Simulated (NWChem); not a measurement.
System: SiH3TeI; SMILES [SiH3][Te]I

NWChem input:

```
start job
memory heap 200 mb stack 900 mb global 1100 mb
geometry units angstroms noautoz
  Te     0.691579    -1.001258    -0.006358
  I     -0.139435     1.591779     0.007500
  Si    -1.652984    -1.900818    -0.007225
  H     -1.484192    -3.385421    -0.015058
  H     -2.382175    -1.452516    -1.227072
  H     -2.378395    -1.464974     1.219349
end
basis spherical
  * library def2-svp
end
ecp
  Te library def2-ecp
  I library def2-ecp
end
dft
  xc xpbe96 cpbe96
  iterations 150
  vectors input atomic output neutral.movecs
end
task dft energy
charge 1
dft
  odft
  mult 2
  vectors input atomic output cation.movecs
end
task dft energy
```

The geometry was optimised at PBE0/def2-SVP. No frequency run checked for a minimum. def2 effective core potentials on Te, I; no spin-orbit coupling.

Ions are spin-unrestricted doublets at the neutral geometry; other ion states weren't tried.

### Question
What results follow from this input? (PBE/def2-SVP with def2 effective core potentials on Te, I, vertical spin-unrestricted ions.) Quantities: vertical ionisation energy, ΔSCF (eV); −ε(HOMO) (eV).

### Answer
```yaml
vertical ionisation energy, ΔSCF (eV): 8.08
"−ε(HOMO) (eV)": 5.32
```
